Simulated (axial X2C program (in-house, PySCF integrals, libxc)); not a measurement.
## BiB⁺: from the spin-free to the two-component result

All values were computed with an axial X2C code built on PySCF integrals. Spin-free means the one-electron spin-free X2C Hamiltonian; two-component (2c) means X2C with spin–orbit coupling and atomic mean-field two-electron Coulomb and Gaunt terms, so the difference of the two also holds small scalar two-electron terms. Basis: Bi dyall-cv3z [12s14p10d6f1g], B dyall-v3z [7s6p2d1f] (cores contracted in-house); Gaussian nuclei, density fitting, unrestricted open shells. Masses: Bi 208.980 u, B 11.009 u.

Spin-free state: M_S = 3/2, Λ = 0 (beyond evenly filled blocks: σα, π+α, π-α); fragments Bi + B+ for PBE0; Bi+ + B for BHandHLYP.

```json
{"level": "PBE0", "Re (Å)": "2.268", "ωe (cm⁻¹)": "480.6", "De (eV)": "3.034", "μ (D)": "2.03"}
{"level": "BHandHLYP", "Re (Å)": "2.291", "ωe (cm⁻¹)": "440.1", "De (eV)": "2.548", "μ (D)": "2.43"}
```

Dipoles are positive if B is the positive end and refer to the centre of mass.

Two-component determinant lowest at the distance of the search:

Ω = 1/2 (⟨Sz⟩ = 0.32, ⟨Lz⟩ = 0.18 at PBE0); fragments Bi+ + B.

```
    level  Re (Å)  ωe (cm⁻¹)  De (eV)  μ (D)
     PBE0   2.430      306.7    1.494   2.50
BHandHLYP   2.523      250.1    1.164   2.88
```

Question: From the two tables, how do the constants change at the PBE0 level (2c against spin-free)?

Answer: At the PBE0 level Re increases by 0.162 Å and ωe decreases by 173.9 cm⁻¹; De is not compared, since the atomic limits differ or miss part of their spin–orbit lowering. The two determinants differ in configuration, so these shifts compare two states and are not the spin–orbit effect on one state.

The state is a single determinant with fixed occupations, the lowest that a limited PBE0 search found. De is counted from the lowest determinant-based energies of the atoms at the same level, without counterpoise correction. Density functionals use the spin component along the axis (collinear). The 2c atoms are single determinants rather than J levels; their spin–orbit lowering is only partly caught, and De is too large by that part. This holds for PBE0, BHandHLYP. PBE0 can misorder states that lie within some tenths of an eV, so this need not be the ground state of the molecule. The nearest other spin-free determinant of the search, M_S = 1/2, Λ = 0, lies 0.32 eV up at the distance of the search. Without a current term, density functionals place determinants with orbital angular momentum somewhat too high.
